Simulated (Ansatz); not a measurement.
**F3GeH2Si: where a starting geometry ends**

The starting geometry of this gas-phase doublet was optimised with GFN2-xTB; its bonds are those of `[F][GeH][SiH](F)F`.

```xyz
7

F    -2.6080    0.6077    0.6829
F    -0.4188   -1.8202    2.6542
F     1.2881   -1.6310    0.8905
Ge   -1.5259   -0.5903   -0.1248
Si    0.1543   -0.7580    1.6073
H    -1.0114    0.4710   -1.2063
H     0.8383    0.2514    2.3904
```

Predict what becomes of its bonds when it is optimised with PBE0-D3(BJ)/def2-SVP.

It keeps its bonds, and is `[F][GeH][SiH](F)F`.

The energy falls by 0.38 eV over 10 steps:

```
step  E − E(last) (eV)
   1             0.375
   2             0.055
   3             0.034
   4             0.017
   5             0.001
   6             0.000
   7             0.000
   8             0.000
   9             0.000
  10             0.000
```

Final geometry (Å):

```xyz
7

F    -2.6493    0.6575    0.7192
F    -0.4456   -1.8905    2.6836
F     1.3802   -1.6110    0.8432
Ge   -1.4940   -0.4197   -0.0417
Si    0.1778   -0.8536    1.6151
H    -0.9932    0.3514   -1.2928
H     0.7407    0.2964    2.3675
```

No frequencies were run, so the end isn't proven a minimum. Open shells are spin-unrestricted. Run with Ansatz 0.2.0, 25 s on 2 threads of Intel(R) Xeon(R) 6975P-C (Granite Rapids) (shared host).
